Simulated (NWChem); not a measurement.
System: MgGeSiH$_{6}$; SMILES [SiH3][Mg][GeH3]

The following NWChem deck was run.

```
start job
memory heap 200 mb stack 900 mb global 1100 mb
geometry units angstroms noautosym nocenter noautoz
  Mg     0.041955    -0.732419     0.001582
  Si     0.190258    -3.316340     0.006603
  H      1.516855    -3.826296    -0.482468
  H     -0.846770    -3.962337    -0.868831
  H      0.000738    -3.909272     1.374686
  Ge    -0.107713     1.858356    -0.002927
  H     -0.584894     2.450150    -1.353374
  H     -1.089695     2.424890     1.053672
  H      1.243750     2.558796     0.287842
end
basis spherical
  * library 6-31g*
end
dft
  xc b3lyp
  iterations 150
end
property
  efieldgrad
end
task dft property
```

Excerpt of the output:

```
             Northwest Computational Chemistry Package (NWChem) 7.3.0
             --------------------------------------------------------

                             Geometry "geometry" -> ""
                             -------------------------

 Output coordinates in angstroms (scale by  1.889725989 to convert to a.u.)

  No.       Tag          Charge          X              Y              Z
 ---- ---------------- ---------- -------------- -------------- --------------
    1 Mg                  12.0000     0.04195500    -0.73241900     0.00158200
    2 Si                  14.0000     0.19025800    -3.31634000     0.00660300
    3 H                    1.0000     1.51685500    -3.82629600    -0.48246800
    4 H                    1.0000    -0.84677000    -3.96233700    -0.86883100
    5 H                    1.0000     0.00073800    -3.90927200     1.37468600
    6 Ge                  32.0000    -0.10771300     1.85835600    -0.00292700
    7 H                    1.0000    -0.58489400     2.45015000    -1.35337400
    8 H                    1.0000    -1.08969500     2.42489000     1.05367200
    9 H                    1.0000     1.24375000     2.55879600     0.28784200

 Effective nuclear repulsion energy (a.u.)     231.1859871145

                              NWChem Property Module
                              ----------------------

  itol2e modified to match energy
  convergence criterion.

                                 NWChem DFT Module
                                 -----------------

 Summary of "ao basis" -> "ao basis" (spherical)
 ------------------------------------------------------------------------------
       Tag                 Description            Shells   Functions and Types
 ---------------- ------------------------------  ------  ---------------------
 Mg                          6-31g*                  8       18   4s3p1d
 Si                          6-31g*                  8       18   4s3p1d
 H                           6-31g*                  2        2   2s
 Ge                          6-31g*                 12       32   5s4p3d

  itol2e modified to match energy
  convergence criterion.

[...]

          -----------------------
          Electric field gradient
          -----------------------

 1 a.u. = 0.324123 10**(16) esu/cm**3  ( or statvolts/cm**2 ) = 0.97174 10**(22) v/m**2

 ------------------------------------------------------------
   Atom      X         Y         Z
 ------------------------------------------------------------
    1 Mg   0.07928  -1.38407   0.00299
 ------------------------------------------------------------

 Electric field gradient in molecular frame (a.u.)
         XX             YY             ZZ             XY             XZ             YZ
 ------------------------------------------------------------------------------------------
       -0.323943       0.651123      -0.327179      -0.056334       0.000104      -0.001801

 Principal components (a.u.) and orientation
 of principal axis w.r.t. absolute frame                      Asymmetry parameter eta
 --------------------------------------------------------------------------------------
        0.654370      -0.327187      -0.327183                       0.000007

       -0.057488       0.998292      -0.010409
        0.998344       0.057504       0.001241
       -0.001838       0.010320       0.999945

 ------------------------------------------------------------
   Atom      X         Y         Z
 ------------------------------------------------------------
    2 Si   0.35954  -6.26697   0.01248
 ------------------------------------------------------------

 Electric field gradient in molecular frame (a.u.)
         XX             YY             ZZ             XY             XZ             YZ
 ------------------------------------------------------------------------------------------
       -0.077194       0.155181      -0.077987      -0.013369       0.000019      -0.000457

 Principal components (a.u.) and orientation
 of principal axis w.r.t. absolute frame                      Asymmetry parameter eta
 --------------------------------------------------------------------------------------
        0.155949      -0.077990      -0.077959                       0.000200

       -0.057247       0.245013       0.967828
        0.998358       0.015948       0.055015
       -0.001956       0.969389      -0.245524

 ------------------------------------------------------------
   Atom      X         Y         Z
 ------------------------------------------------------------
    3 H    2.86644  -7.23065  -0.91173
 ------------------------------------------------------------

 Electric field gradient in molecular frame (a.u.)
         XX             YY             ZZ             XY             XZ             YZ
 ------------------------------------------------------------------------------------------
       -0.099065       0.051276       0.047789       0.064569       0.062681      -0.023926

 Principal components (a.u.) and orientation
 of principal axis w.r.t. absolute frame                      Asymmetry parameter eta
 --------------------------------------------------------------------------------------
       -0.146193       0.075290       0.070902                       0.030013

        0.885860       0.300844       0.353191
       -0.329264       0.943987       0.021769
       -0.326859      -0.135577       0.935298

 ------------------------------------------------------------
   Atom      X         Y         Z
 ------------------------------------------------------------
    4 H   -1.60016  -7.48773  -1.64185
 ------------------------------------------------------------

[...]
```

Level: B3LYP/6-31G* (spherical d). Structure relaxed at the PBE0/def2-SVP level. B3LYP is NWChem's, with the RPA form of VWN correlation. NWChem prints the field gradient with the sign opposite to the second derivative of the potential.
